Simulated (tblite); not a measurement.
Compound: C₆H₁₄OSi₂.
Geometry (GFN2-xTB, Å), atoms numbered from 1 in this order:
```xyz
23
C6H14OSi2 angstrom
C      3.101   -1.612    0.137
Si     1.596   -0.506    0.562
C      2.335    1.195    0.994
C      0.643   -0.485   -1.083
C     -0.562    0.068   -1.203
C     -1.170    0.692   -0.028
O     -0.576    0.717    1.039
C     -2.548    1.219   -0.180
Si    -3.765   -0.218    0.189
H      3.742   -1.737    1.004
H      2.797   -2.605   -0.181
H      3.711   -1.190   -0.657
H      0.883   -1.204    1.636
H      2.841    1.634    0.138
H      1.577    1.890    1.333
H      3.069    1.088    1.787
H      1.090   -0.951   -1.950
H     -1.128    0.082   -2.126
H     -2.726    2.018    0.539
H     -2.716    1.597   -1.187
H     -5.115    0.321    0.010
H     -3.521   -1.295   -0.772
H     -3.563   -0.688    1.556
```

Computed values, GFN2-xTB/tblite, gas phase, harmonic and unscaled. This tight-binding method is rough: wavenumbers can miss measured ones by several per cent, in bad cases by 10 to 20. Modes of hydrogen on silicon can be 10 to 20 % off. One conformer, not necessarily the lowest.

Harmonic wavenumbers (cm⁻¹): 32.3, 45.4, 75.8, 93.4, 106.0, 111.0, 133.0, 140.5, 167.8, 206.7, 216.0, 292.2, 330.1, 454.8, 512.1, 523.9, 544.9, 590.6, 645.4, 678.1, 709.5, 713.3, 738.6, 749.5, 761.5, 773.0, 783.0, 797.2, 811.4, 815.9, 833.9, 844.2, 864.7, 921.3, 934.1, 1065.3, 1144.4, 1157.8, 1204.0, 1335.3, 1363.0, 1384.2, 1448.0, 1480.9, 1489.0, 1504.7, 1510.4, 1617.1, 1677.5, 2225.1, 2265.2, 2272.1, 2317.2, 3002.7, 3004.7, 3024.5, 3029.6, 3032.1, 3038.6, 3044.8, 3051.2, 3058.5, 3077.1.

A = 2571, B = 529.5, C = 500.3 MHz; mass 158.058 u (most abundant isotopes); point group C1, symmetry number 1.

Task: Zero-point energy?

Result: ½Σν̃ = 38388 cm⁻¹ = 109.76 kcal/mol.

Task: What is S at 350 K and 1 bar for an ideal gas of classical rigid rotors and harmonic oscillators?

Result: Translation 41.91, rotation 31.01, vibration 54.61: S = 127.5 cal/(mol K).

Task: And Cp and H(350 K) − H(0)?

Result: Cp = 58.19 cal/(mol K), of which vibrations give 50.24 (their classical limit is 63 R = 125.2); H(350 K) − H(0) = 12.23 kcal/mol without the zero-point energy, 9.45 from vibrations.

Task: How do the functions run with temperature in this model?

Result: 
```csv
T (K),S (cal/(mol K)),Cp (cal/(mol K)),H − H(0) (kcal/mol),G − H(0) (kcal/mol),ln q(vib)
150,90.7,32.1,3.17,-10.44,5.71
250,110.2,45.4,7.04,-20.51,9.93
298.15,118.7,51.8,9.38,-26.02,11.86
400,135.7,63.8,15.28,-38.99,15.82
600,165.1,81.2,29.90,-69.14,23.14
900,201.5,98.0,57.00,-124.32,33.04
```

q(vib) and H(0) count from the zero-point level.

Task: Blend soft modes into free rotors: weight 1/[1 + (100 cm⁻¹/ν̃)⁴] for the oscillator and the rest for a rotor with moment μB/(μ + B), μ = h/(8π²ν), B = 10⁻⁴⁴ kg m². What vibrational entropy results?

Result: 49.27 cal/(mol K) in place of 54.61, which changes −T·S at 350 K by +1.87 kcal/mol.

Task: What must be added to the electronic energy to get the Gibbs energy at 350 K and 1 bar?

Result: ZPE + [H(350 K) − H(0)] − T·S = 109.76 + 12.23 − 44.64 = 77.35 kcal/mol.

Hindered rotation and anharmonicity are outside this model. Other conformers, if any are populated, would add a mixing term that is left out. The structure is chiral; the term R ln 2 for an equal mix with its mirror image is left out.
